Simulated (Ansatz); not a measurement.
Geometry optimisation, Ansatz 0.2.0, RKS PBE/def2-SVP.

The input (input.yaml):

```yaml
crystal:
  periodic: [false, false, false]
  atoms:
    - { symbol: "N", position_ang: [1.854, -0.6813, -1.9214] }
    - { symbol: Al, position_ang: [0.7297, -0.0207, -0.4796] }
    - { symbol: "N", position_ang: [0.5802, -0.3958, 1.3776] }
    - { symbol: Si, position_ang: [-0.8545, 0.475, 1.4971] }
    - { symbol: C, position_ang: [-1.0634, 0.8531, -0.3051] }
    - { symbol: O, position_ang: [-1.8827, 1.4145, -1.0163] }
    - { symbol: H, position_ang: [2.23261, -1.56313, -1.5989] }
    - { symbol: H, position_ang: [2.6891, 0.03257, -1.94279] }
    - { symbol: H, position_ang: [0.3947, -1.3978, 1.5121] }
    - { symbol: H, position_ang: [-2.0057, -0.4309, 1.965] }
    - { symbol: H, position_ang: [-0.8008, 1.6855, 2.3297] }
basis:
  gaussian: { orbitals: def2-SVP }
hamiltonian:
  xc: pbe
relax:
  f_tol: 0.015
  max_steps: 40
```

Run as:

```bash
$ ansatz run input.yaml --threads 2 --pin off --max-ram 3072MiB --backend cpu --events-out ev --progress --plain --runs-dir out
```

Q: Where does it end, and by what steps?

A: It converged. The force dipped under the threshold on the way, but the program's further checks kept it going. After 12 steps the energy has fallen by 1.508 eV; H8 moved furthest, 0.97 Å.

```csv
step,energy less start (eV),largest force component (eV/Å),accepted
0,0.0000,3.053,yes
1,-0.7052,2.021,yes
2,-1.0573,2.108,yes
3,-1.1629,3.846,yes
4,-1.4037,0.843,yes
5,-1.4312,0.952,yes
6,-1.4799,0.227,yes
7,-1.5006,0.250,yes
8,-1.5061,0.100,yes
9,-1.5075,0.051,yes
10,-1.5079,0.008,yes
11,-1.5081,0.018,yes
12,-1.5081,0.014,yes
```

```xyz
11
Properties=species:S:1:pos:R:3
N 2.019 -0.687 -1.641
Al 0.699 -0.117 -0.580
N 0.373 -0.563 1.159
Si -1.068 0.373 1.527
C -0.997 1.064 -0.354
O -1.693 1.834 -0.971
H 2.759 -1.346 -1.385
H 2.139 -0.395 -2.614
H 0.836 -1.178 1.831
H -2.298 -0.441 1.852
H -0.896 1.428 2.594
```

Time of the run: 36 s on 2 threads of Arm Neoverse V2 (shared host), peak memory 0.19 GiB.
